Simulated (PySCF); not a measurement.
Isomers of CH5BO. Isolated molecules, 0 K electronic values unless said otherwise. One relaxed conformer stands for each flexible species; it need not be the lowest. Strings in code marks are SMILES.

The HOMO from two functionals at the same geometries (B3LYP-D3(BJ)/def2-TZVP), both in PySCF: PBE-D3(BJ)/def2-TZVP and B3LYP-D3(BJ)/def2-TZVP. B3LYP has the VWN-RPA correlation part, as in Gaussian. 

```
species                       B3LYP-D3(BJ)/def2-TZVP (eV)
----------------------------  ---------------------------
`CBO` (C–B–O–H torsion 180°)                        -8.38
`BOC`                                               -8.37
`BCO`                                               -7.70
```

Task: What does PBE-D3(BJ)/def2-TZVP give for each?

Result: 
- `CBO` (C–B–O–H torsion 180°): -7.09
- `BOC`: -7.08
- `BCO`: -6.29
Over these rows, drawn at random from the members with no instability flagged (it was tested for open shells, ions and some series alone), PBE minus B3LYP-D3(BJ): mean +1.33 eV, from +1.29 eV to +1.41 eV.
